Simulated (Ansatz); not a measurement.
BFH5NOSSi (`O[SiH](F)NBS`), charge 0, multiplicity 1.

Question: Give a relaxed structure at PBE0-D4/def2-TZVP (Ansatz). (Best estimate.)

Answer: Computed: 
Z-matrix (Å, degrees):
```
Si
F 1 1.594
N 1 1.725 2 104.0
O 1 1.622 2 112.0 3 -121.4
H 1 1.469 2 108.0 3 122.4
B 3 1.409 1 125.5 2 -169.0
H 3 1.012 1 116.0 2 14.3
H 4 0.959 1 118.9 2 73.2
S 6 1.807 3 120.4 1 -178.2
H 6 1.194 3 119.7 1 2.0
H 9 1.340 6 96.6 3 -180.0
```
This is one stationary point; other conformers may exist.
